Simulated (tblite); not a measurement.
Record of a relaxation.

C5H14GeSi.
SMILES with atom numbers: `[CH2:1]=[C:2]([CH3:3])[Si:4]([CH3:5])([CH3:6])[GeH3:7]` (hydrogens: H8, H9 on C1; H10, H11, H12 on C3; H13, H14, H15 on C5; H16, H17, H18 on C6; H19, H20, H21 on Ge7)

Computed with GFN2-xTB (tblite), gas phase: L-BFGS steps from a force-field or distance-geometry start until the largest atomic force falls under 0.01 eV/Å. 5 of its 166 geometries are shown.

Step 0: E = -583.1749 eV, largest atomic force 1.198 eV/Å
```
atom  x, y, z in Å  |  force x, y, z in eV/Å
C1     -1.573    1.078    1.261   -0.105  -0.109  -0.369
C2     -1.255    0.378    0.165   -0.334   0.441   0.857
C3     -2.278    0.098   -0.876   -0.977  -0.070  -0.593
Si4     0.493   -0.246   -0.011    0.190   0.308   0.275
C5      0.756   -1.195   -1.589   -0.087  -0.405  -1.124
C6      0.884   -1.383    1.428    0.317  -0.353   0.957
Ge7     1.947    1.548    0.033    0.075   0.238   0.179
H8     -0.846    1.297    2.042   -0.322  -0.066  -0.305
H9     -2.587    1.456    1.393    0.330  -0.037   0.140
H10    -3.138   -0.465   -0.430    0.621   0.473  -0.420
H11    -1.878   -0.494   -1.720   -0.216   0.341   0.522
H12    -2.670    1.060   -1.285    0.167  -0.717   0.246
H13     0.079   -2.074   -1.614    0.601   0.494  -0.284
H14     0.546   -0.531   -2.462    0.188  -0.744   0.548
H15     1.808   -1.526   -1.648   -0.647   0.039  -0.132
H16     0.781   -0.823    2.396    0.163  -0.730  -0.850
H17     0.191   -2.240    1.430    0.467   0.332   0.238
H18     1.930   -1.757    1.333   -0.827   0.194   0.273
H19     1.627    2.488   -1.147    0.429  -0.085   0.542
H20     1.775    2.315    1.378    0.356  -0.102  -0.746
H21     3.399    1.034   -0.076   -0.390   0.557   0.045
```

Step 41: E = -583.5502 eV, largest atomic force 0.016 eV/Å
```
atom  x, y, z in Å  |  force x, y, z in eV/Å
C1     -1.615    1.101    1.243   -0.001   0.003  -0.001
C2     -1.290    0.380    0.177   -0.002  -0.012   0.009
C3     -2.322    0.083   -0.876   -0.001  -0.006   0.000
Si4     0.489   -0.269   -0.002    0.010  -0.006  -0.002
C5      0.726   -1.229   -1.632    0.002   0.003  -0.007
C6      0.886   -1.435    1.457    0.001   0.001   0.002
Ge7     1.975    1.570    0.055   -0.001   0.005   0.001
H8     -0.895    1.336    2.010    0.004   0.002   0.000
H9     -2.612    1.486    1.397   -0.001   0.016  -0.001
H10    -3.157   -0.467   -0.443   -0.004  -0.002   0.000
H11    -1.908   -0.506   -1.688   -0.001  -0.005  -0.002
H12    -2.716    1.010   -1.291   -0.001  -0.002   0.003
H13     0.081   -2.100   -1.691    0.003   0.003  -0.002
H14     0.523   -0.599   -2.493   -0.004   0.003  -0.008
H15     1.753   -1.575   -1.717    0.001   0.000   0.005
H16     0.783   -0.913    2.404   -0.002  -0.002   0.004
H17     0.226   -2.297    1.482    0.000   0.003  -0.003
H18     1.907   -1.800    1.391   -0.001   0.002  -0.001
H19     1.795    2.587   -1.035    0.004   0.003   0.001
H20     1.921    2.412    1.296   -0.002  -0.005   0.001
H21     3.439    1.241   -0.046   -0.005  -0.006   0.000
```

Step 82: E = -583.5733 eV, largest atomic force 0.100 eV/Å
```
atom  x, y, z in Å  |  force x, y, z in eV/Å
C1     -1.534    1.544    0.815    0.046  -0.033  -0.015
C2     -1.306    0.450    0.096    0.034   0.019   0.066
C3     -2.438   -0.273   -0.582    0.033   0.002   0.007
Si4     0.475   -0.228   -0.043   -0.024   0.029   0.021
C5      0.722   -1.044   -1.746   -0.019  -0.016  -0.029
C6      0.842   -1.514    1.318   -0.037  -0.010   0.035
Ge7     2.058    1.492    0.312   -0.008  -0.012   0.008
H8     -0.725    2.063    1.310   -0.025   0.008  -0.008
H9     -2.517    1.974    0.953    0.037  -0.064  -0.068
H10    -3.025   -0.830    0.150    0.032   0.038   0.005
H11    -2.079   -0.978   -1.324    0.059  -0.016  -0.015
H12    -3.101    0.432   -1.080   -0.037   0.020   0.057
H13     0.115   -1.938   -1.846   -0.006  -0.018  -0.022
H14     0.447   -0.363   -2.546    0.027  -0.007  -0.032
H15     1.757   -1.339   -1.897    0.000   0.046   0.015
H16     0.559   -1.111    2.285    0.006  -0.027   0.067
H17     0.307   -2.448    1.178   -0.017  -0.019  -0.010
H18     1.907   -1.738    1.354   -0.058   0.004  -0.025
H19     2.040    2.642   -0.650    0.018   0.043  -0.004
H20     1.990    2.170    1.652   -0.022   0.020  -0.006
H21     3.497    1.052    0.289   -0.038  -0.007  -0.048
```

Step 124: E = -583.6456 eV, largest atomic force 0.107 eV/Å
```
atom  x, y, z in Å  |  force x, y, z in eV/Å
C1     -1.482    1.793    0.194   -0.014   0.086   0.062
C2     -1.274    0.495    0.040    0.024  -0.050   0.004
C3     -2.408   -0.473   -0.088   -0.044  -0.048   0.004
Si4     0.488   -0.210   -0.029   -0.003  -0.002   0.012
C5      0.833   -0.856   -1.793   -0.006   0.011   0.000
C6      0.632   -1.653    1.211    0.022  -0.004   0.006
Ge7     2.074    1.460    0.493    0.015   0.002  -0.007
H8     -0.660    2.485    0.307    0.018   0.025  -0.023
H9     -2.468    2.231    0.232   -0.029  -0.014  -0.012
H10    -2.412   -1.159    0.758    0.041  -0.003   0.007
H11    -2.300   -1.070   -0.991    0.014   0.003  -0.023
H12    -3.368    0.036   -0.117   -0.026   0.043  -0.015
H13     0.304   -1.783   -1.995    0.008   0.004  -0.015
H14     0.525   -0.127   -2.538    0.003  -0.007  -0.003
H15     1.894   -1.040   -1.935   -0.004  -0.021   0.008
H16     0.308   -1.350    2.203   -0.001   0.000   0.004
H17     0.034   -2.509    0.910   -0.002   0.010   0.001
H18     1.664   -1.983    1.290    0.017  -0.023   0.006
H19     2.059    2.673   -0.393    0.007   0.009   0.000
H20     2.047    2.057    1.872   -0.023  -0.022  -0.024
H21     3.502    1.002    0.368   -0.015   0.002   0.008
```

Step 165: E = -583.6534 eV, largest atomic force 0.008 eV/Å
```
atom  x, y, z in Å  |  force x, y, z in eV/Å
C1     -1.490    1.774    0.324    0.003   0.002   0.007
C2     -1.275    0.494    0.058    0.000  -0.002  -0.003
C3     -2.408   -0.454   -0.194   -0.001  -0.003   0.001
Si4     0.487   -0.213   -0.028   -0.001  -0.004  -0.001
C5      0.808   -0.916   -1.774    0.003  -0.001  -0.003
C6      0.685   -1.623    1.244   -0.003  -0.002   0.002
Ge7     2.056    1.486    0.440   -0.001   0.001   0.004
H8     -0.674    2.458    0.506   -0.004   0.000  -0.002
H9     -2.481    2.200    0.374    0.003  -0.001   0.000
H10    -2.386   -1.265    0.533    0.002   0.003  -0.001
H11    -2.312   -0.896   -1.184    0.002  -0.001  -0.001
H12    -3.370    0.049   -0.127   -0.001  -0.002   0.001
H13     0.168   -1.766   -1.993   -0.002   0.004   0.001
H14     0.633   -0.163   -2.538   -0.001   0.001   0.003
H15     1.838   -1.248   -1.869    0.001   0.001  -0.001
H16     0.472   -1.274    2.251   -0.002   0.003  -0.001
H17     0.022   -2.456    1.032   -0.001  -0.001   0.000
H18     1.703   -2.003    1.236   -0.002   0.002   0.000
H19     2.065    2.667   -0.487    0.001   0.003  -0.004
H20     1.960    2.128    1.794    0.000   0.000  -0.002
H21     3.490    1.038    0.400    0.006  -0.002  -0.001
```

Question: Summarise the path.

Answer: The energy falls by 0.4784 eV from step 0 to step 165; nine tenths of that is first reached at step 91. It rises by more than 0.2 meV at steps 69 and 84. The largest force goes from 1.198 to 0.008 eV/Å. Among the bonds Ge7–H20 changes most, from 1.557 to 1.502 Å; the atoms move by 0.870 Å rms after alignment.

Question: Follow the three bonds and two angles with the largest change from start to end.

Answer: 
```csv
step,E above end (eV),largest force (eV/Å),Ge7–H20 (Å),Si4–C5 (Å),Si4–Ge7 (Å),H19–Ge7–H21 (°),Si4–Ge7–H19 (°)
0,0.4784,1.198,1.557,1.860,2.310,110.1,109.1
7,0.1430,0.409,1.485,1.896,2.306,104.1,114.5
14,0.1070,0.068,1.500,1.908,2.365,102.7,115.8
22,0.1046,0.047,1.501,1.906,2.367,102.5,116.1
29,0.1040,0.022,1.500,1.907,2.366,102.5,115.9
36,0.1036,0.037,1.501,1.907,2.364,102.5,115.8
43,0.1031,0.022,1.502,1.906,2.364,102.5,115.8
50,0.1027,0.024,1.501,1.907,2.366,102.5,116.1
57,0.1019,0.031,1.500,1.907,2.366,102.5,117.0
65,0.0990,0.095,1.501,1.904,2.367,102.5,118.2
72,0.0918,0.200,1.502,1.905,2.363,102.4,118.3
79,0.0851,0.113,1.503,1.908,2.363,102.8,117.2
86,0.0727,0.105,1.504,1.907,2.364,103.1,116.8
93,0.0376,0.210,1.502,1.912,2.359,102.3,117.9
100,0.0201,0.127,1.501,1.911,2.355,101.9,116.7
108,0.0139,0.059,1.501,1.910,2.358,102.1,116.8
115,0.0118,0.053,1.501,1.911,2.359,101.8,117.2
122,0.0090,0.062,1.504,1.910,2.362,101.9,116.1
129,0.0046,0.073,1.503,1.912,2.362,102.6,115.9
136,0.0020,0.030,1.501,1.910,2.359,102.3,116.8
143,0.0013,0.018,1.502,1.910,2.360,102.2,116.8
151,0.0009,0.019,1.501,1.909,2.360,102.2,116.9
158,0.0003,0.024,1.503,1.909,2.360,102.4,116.5
165,0.0000,0.008,1.502,1.910,2.359,102.3,116.6
```

The cost below is that of the whole relaxation. Time: 5.8 s wall, 4.8 s CPU. Hardware: an AMD EPYC with one thread, shared host with 64 logical CPUs at a one-minute load of 57.
